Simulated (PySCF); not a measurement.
PySCF input (HF/def2-TZVPD):

```python
from pyscf import gto, scf, dft

mol = gto.M(
    atom='''
    Al   -0.15526539   -0.72569440   -0.28210757
    C     0.39017292    1.03799155    0.41475884
    H    -0.08535335    1.20433579    1.38767278
    H     0.02484031    1.82089132   -0.25900463
    H     1.46645436    1.16248934    0.53339726
    H    -1.72852874   -0.98163855   -0.48322008
    ''',
    basis='def2-tzvpd',
    charge=0,
    spin=1,
    verbose=4,
)

mf = scf.UHF(mol).density_fit(auxbasis='def2-universal-jkfit')
mf.conv_tol = 1e-9
mf.max_cycle = 100
mf.max_memory = 1500
mf.kernel()
if not mf.converged:
    mf = mf.newton()
    mf.kernel(mf.make_rdm1())
for _ in range(2):
    mo, _, stable, _ = mf.stability(return_status=True)
    if stable:
        break
    mf.kernel(mf.make_rdm1(mo, mf.mo_occ))
mf.analyze()
```

End of the output:

```
Extra cycle  E= -282.094924277778  delta_E= -9.89e-12  |g|= 1.69e-06  |ddm|= 7.65e-06
converged SCF energy = -282.094924277778  <S^2> = 0.75433505  2S+1 = 2.0043304
uhf_internal: lowest eigs of H = [0.14542696 0.32623444 0.33930538]
<class 'pyscf.df.df_jk.DFUHF'> wavefunction is stable in the internal stability analysis
**** SCF Summaries ****
Total Energy =                        -282.094924277777693
Nuclear Repulsion Energy =              44.311323707523051
One-electron Energy =                 -478.364318791247797
Two-electron Energy =                  151.958070805947074
Two-electron Coulomb Energy =          176.726721833607229
DFT Exchange-Correlation Energy =      -24.768651027660155
HOMO-LUMO gap [eV] =                     8.677967948795246
**** MO energy ****
                             alpha | beta                alpha | beta
MO #1   energy= -58.4745875323865  | -58.470141548668   occ= 1 | 1
MO #2   energy= -11.1957612729973  | -11.1926964470877  occ= 1 | 1
MO #3   energy= -4.89061600464211  | -4.88307271961463  occ= 1 | 1
MO #4   energy= -3.20662991661024  | -3.19952653271222  occ= 1 | 1
MO #5   energy= -3.20244629049863  | -3.19739921435346  occ= 1 | 1
MO #6   energy= -3.19984280800854  | -3.19134592550242  occ= 1 | 1
MO #7   energy= -0.923282405039132 | -0.915134419914157 occ= 1 | 1
MO #8   energy= -0.548925411410401 | -0.543785920421926 occ= 1 | 1
MO #9   energy= -0.542065297059156 | -0.540113142919979 occ= 1 | 1
MO #10  energy= -0.532231790881855 | -0.496440230456127 occ= 1 | 1
MO #11  energy= -0.418759662734423 | -0.395120371849671 occ= 1 | 1
MO #12  energy= -0.288250782784761 | 0.0306586598440362 occ= 1 | 0
MO #13  energy= 0.0316146915934574 | 0.0559756914346161 occ= 0 | 0
MO #14  energy= 0.0572540974513607 | 0.0772062394579759 occ= 0 | 0
MO #15  energy= 0.0754089778813573 | 0.0841947440273972 occ= 0 | 0
MO #16  energy= 0.10700025136985   | 0.116729065586872  occ= 0 | 0
MO #17  energy= 0.112737218885823  | 0.117329441563987  occ= 0 | 0
MO #18  energy= 0.124304018124774  | 0.127610735784256  occ= 0 | 0
MO #19  energy= 0.125454577301137  | 0.130048159523102  occ= 0 | 0
MO #20  energy= 0.128792161931098  | 0.130410212586668  occ= 0 | 0
MO #21  energy= 0.154330683667368  | 0.16736868997235   occ= 0 | 0
MO #22  energy= 0.178396903128198  | 0.181208716470015  occ= 0 | 0
MO #23  energy= 0.189338976697042  | 0.198955128315587  occ= 0 | 0
MO #24  energy= 0.198518224279988  | 0.204382902131907  occ= 0 | 0
MO #25  energy= 0.238638679685306  | 0.245819480978345  occ= 0 | 0
MO #26  energy= 0.243151801158906  | 0.252490737919674  occ= 0 | 0
MO #27  energy= 0.252614867847556  | 0.253567071398056  occ= 0 | 0
MO #28  energy= 0.257969815430583  | 0.268326526254597  occ= 0 | 0
MO #29  energy= 0.258998836188782  | 0.271348258897065  occ= 0 | 0
MO #30  energy= 0.298073978883888  | 0.314867636027476  occ= 0 | 0
MO #31  energy= 0.304280784231678  | 0.318263405807166  occ= 0 | 0
MO #32  energy= 0.322308980729446  | 0.338925117257192  occ= 0 | 0
MO #33  energy= 0.334243191316964  | 0.348415514367308  occ= 0 | 0
MO #34  energy= 0.351149866269067  | 0.358167121170016  occ= 0 | 0
MO #35  energy= 0.364341609664872  | 0.368270910603705  occ= 0 | 0
MO #36  energy= 0.376460479241965  | 0.379622708448098  occ= 0 | 0
MO #37  energy= 0.38219884272597   | 0.389918826949712  occ= 0 | 0
MO #38  energy= 0.393242719199296  | 0.406147154817927  occ= 0 | 0
MO #39  energy= 0.405388997694892  | 0.409458236288985  occ= 0 | 0
MO #40  energy= 0.410230112740862  | 0.412115829618118  occ= 0 | 0
MO #41  energy= 0.415723018690568  | 0.424137517362003  occ= 0 | 0
MO #42  energy= 0.441712922955965  | 0.451006547915848  occ= 0 | 0
MO #43  energy= 0.44362935888042   | 0.45128546270149   occ= 0 | 0
MO #44  energy= 0.468392431304232  | 0.481744369003309  occ= 0 | 0
MO #45  energy= 0.484937614051454  | 0.495827337644289  occ= 0 | 0
MO #46  energy= 0.496121630505692  | 0.50773420013946   occ= 0 | 0
MO #47  energy= 0.514935561794552  | 0.521509375798331  occ= 0 | 0
MO #48  energy= 0.579587450829282  | 0.591205804669295  occ= 0 | 0
MO #49  energy= 0.594691600728645  | 0.59942263223691   occ= 0 | 0
MO #50  energy= 0.597470403669394  | 0.604558556842992  occ= 0 | 0
MO #51  energy= 0.626116401226771  | 0.634708877432011  occ= 0 | 0
MO #52  energy= 0.669943308142264  | 0.678535119458884  occ= 0 | 0
MO #53  energy= 0.672981372020158  | 0.680508236931332  occ= 0 | 0
MO #54  energy= 0.709123191626929  | 0.72392852318513   occ= 0 | 0
MO #55  energy= 0.745793333201842  | 0.755870883500751  occ= 0 | 0
MO #56  energy= 0.810761837879621  | 0.816044520377798  occ= 0 | 0
MO #57  energy= 0.878086587607544  | 0.88218745745781   occ= 0 | 0
MO #58  energy= 0.882595580131738  | 0.886757716844819  occ= 0 | 0
MO #59  energy= 0.894556026935458  | 0.896972120499508  occ= 0 | 0
MO #60  energy= 0.946524304821877  | 0.951845825238313  occ= 0 | 0
MO #61  energy= 0.94813590407438   | 0.958890876885185  occ= 0 | 0
MO #62  energy= 0.970653748155142  | 0.980373299162496  occ= 0 | 0
MO #63  energy= 0.981487305810425  | 0.991638607511383  occ= 0 | 0
MO #64  energy= 1.02385100936274   | 1.03241899603879   occ= 0 | 0
MO #65  energy= 1.02398282087971   | 1.04114105711981   occ= 0 | 0
MO #66  energy= 1.05055798858669   | 1.06965259948689   occ= 0 | 0
MO #67  energy= 1.05899562804908   | 1.0837487487185    occ= 0 | 0
MO #68  energy= 1.0896078917485    | 1.09970055995147   occ= 0 | 0
MO #69  energy= 1.14057323490043   | 1.16144133841152   occ= 0 | 0
MO #70  energy= 1.19360979817649   | 1.20116850055003   occ= 0 | 0
MO #71  energy= 1.27370986075049   | 1.27891113582133   occ= 0 | 0
MO #72  energy= 1.2753277968542    | 1.28810671711014   occ= 0 | 0
MO #73  energy= 1.31916531469284   | 1.33153065903801   occ= 0 | 0
MO #74  energy= 1.35608565499422   | 1.35967720510904   occ= 0 | 0
MO #75  energy= 1.40324680038211   | 1.40905035769747   occ= 0 | 0
MO #76  energy= 1.47438108183935   | 1.48192467114363   occ= 0 | 0
MO #77  energy= 1.89306870535073   | 1.89317804676786   occ= 0 | 0
MO #78  energy= 2.00715327220762   | 2.0086922017543    occ= 0 | 0
MO #79  energy= 2.03499233021762   | 2.03706375110651   occ= 0 | 0
MO #80  energy= 2.03884771661875   | 2.04103177729067   occ= 0 | 0
MO #81  energy= 2.10079816289856   | 2.11087647312764   occ= 0 | 0
MO #82  energy= 2.15050157664386   | 2.15891464600309   occ= 0 | 0
MO #83  energy= 2.24291331581251   | 2.24877874210665   occ= 0 | 0
MO #84  energy= 2.27078497832709   | 2.27394528994569   occ= 0 | 0
MO #85  energy= 2.33576572878206   | 2.34408680112812   occ= 0 | 0
MO #86  energy= 2.42367757303052   | 2.42986726930335   occ= 0 | 0
MO #87  energy= 2.4266701671484    | 2.43121681556525   occ= 0 | 0
MO #88  energy= 2.4429600646668    | 2.44895398428133   occ= 0 | 0
MO #89  energy= 2.48076576984818   | 2.49283754162521   occ= 0 | 0
MO #90  energy= 2.59183964959957   | 2.59631061513853   occ= 0 | 0
MO #91  energy= 2.66426963424388   | 2.66780061965868   occ= 0 | 0
MO #92  energy= 2.69683095904231   | 2.70226135957033   occ= 0 | 0
MO #93  energy= 2.79512503930778   | 2.7955845123488    occ= 0 | 0
MO #94  energy= 2.80902545263935   | 2.81101665168593   occ= 0 | 0
MO #95  energy= 2.83000103404352   | 2.83401100130365   occ= 0 | 0
MO #96  energy= 2.9719165139084    | 2.97386822974073   occ= 0 | 0
MO #97  energy= 2.98719502560819   | 2.98890692250575   occ= 0 | 0
MO #98  energy= 3.17867639016657   | 3.18807566599096   occ= 0 | 0
MO #99  energy= 3.24245616083549   | 3.24613541914243   occ= 0 | 0
MO #100 energy= 3.5228014618643    | 3.52651279619403   occ= 0 | 0
MO #101 energy= 3.52982517625188   | 3.53366369526038   occ= 0 | 0
MO #102 energy= 3.54646458212777   | 3.55123349264136   occ= 0 | 0
MO #103 energy= 3.62002559855316   | 3.62231869397065   occ= 0 | 0
MO #104 energy= 3.64518465112246   | 3.64850934893127   occ= 0 | 0
[...]
```

It need not be the lowest isomer of its formula.
